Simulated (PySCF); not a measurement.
# Löwdin shares of the frontier orbitals

Compound: C₆H₈N₂O.
Structure used (GFN2-xTB), in Å, numbered top down from 1:
```
atom  x, y, z in Å
C1     2.4162   -0.4658   -0.1810
C2     0.9406   -0.6382   -0.2299
N3     0.3922   -1.7848   -0.6187
N4    -0.9117   -1.6234   -0.5515
C5    -1.2588   -0.3795   -0.1200
C6    -2.6349    0.0205    0.0330
O7    -3.5867   -0.6884   -0.2041
C8    -0.0567    0.2976    0.1031
C9     0.1275    1.6936    0.5782
H10    2.8940   -1.3874   -0.4988
H11    2.7283    0.3438   -0.8391
H12    2.7386   -0.2291    0.8322
H13   -1.5503   -2.3646   -0.7970
H14   -2.7626    1.0586    0.3929
H15    1.1672    1.8694    0.8404
H16   -0.1560    2.4021   -0.2003
H17   -0.4939    1.8878    1.4507
```

The calculation used TDDFT CAM-B3LYP/def2-SVPD, vertical, gas phase, core orbitals frozen in the response (PySCF 2.14.0, density-fitted response routines). GFN2-xTB frequencies show an imaginary mode (58i cm⁻¹), so this geometry is no minimum at that level.

Frontier orbitals with the atoms that hold most of them (Löwdin shares over 4%, at most four atoms; ? is withheld):

```json
{"orbital": "LUMO+2", "ε (eV)": "1.73", "atoms": "C6 20%, C1 16%, O7 9%, H13 9%"}
{"orbital": "LUMO+1", "ε (eV)": "1.09", "atoms": "C9 23%, C1 10%, H16 8%, H17 8%"}
{"orbital": "LUMO", "ε (eV)": "-0.86", "atoms": "C6 26%, O7 22%, N3 11%, C8 11%"}
{"orbital": "HOMO", "ε (eV)": "-8.69", "atoms": "?"}
{"orbital": "HOMO-1", "ε (eV)": "-8.78", "atoms": "?"}
{"orbital": "HOMO-2", "ε (eV)": "-9.31", "atoms": "O7 61%, C6 16%, H14 8%, C5 8%"}
{"orbital": "HOMO-3", "ε (eV)": "-10.09", "atoms": "N3 57%, C2 12%, N4 9%, C8 6%"}
```

Task: Give the leading atoms of the HOMO-1.

Result: N3 (bonded to C and N) 24%; C2 (bonded to 2 C and N) 20%; N4 (bonded to C, N and H) 17%; C5 (bonded to 2 C and N) 15%. By element: nitrogen 41%, carbon 35% or more.

Task: Give the leading atoms of the HOMO.

Result: C8 (bonded to 3 C) 29%; N4 (bonded to C, N and H) 16%; C5 (bonded to 2 C and N) 16%; C2 (bonded to 2 C and N) 10%. By element: carbon 54% or more, nitrogen 16% or more.

Task: The HOMO–LUMO gap is 7.83 eV. Where does the response calculation put the lowest singlet, and from which orbitals?

Result: S1 is at 3.98 eV (f = 0.0004), 3.86 eV below the gap, made of HOMO-2→LUMO (93%). Its leading pair isn't HOMO and LUMO; the energies of that pair differ by 8.45 eV. 

Task: Give energy, strength and leading configuration of S1, S2, S3, S5 and S6, and follow the Löwdin shares of the leading atoms from the occupied to the empty orbital.

Result: 
- S1 (3.98 eV, f 0.0004), HOMO-2→LUMO (93%): O7 61% → 22%, C6 16% → 26%
- S2 (4.97 eV, f 0.084), HOMO→LUMO (78%): C8 29% → 11%, N4 16% → at most 11%, C6 at most 10% → 26%, O7 at most 10% → 22%
- S3 (5.21 eV, f 0.294), HOMO-1→LUMO (76%): N3 24% → 11%, C2 20% → at most 11%, C6 at most 16% → 26%, O7 at most 16% → 22%
- S5 (6.98 eV, f 0.0002), HOMO→LUMO+1 (89%): C8 29% → at most 9%, N4 16% → at most 9%, C9 at most 10% → 23%, C1 at most 10% → 10%
- S6 (7.23 eV, f 0.0017), HOMO-1→LUMO+1 (74%): N3 24% → at most 9%, C2 20% → at most 9%, C9 at most 16% → 23%, C1 at most 16% → 10%

Löwdin shares depend on the basis, the more so with diffuse functions.

The run took about 2.8 min of CPU time (one thread, shared machine).

One conformer stands for the species.
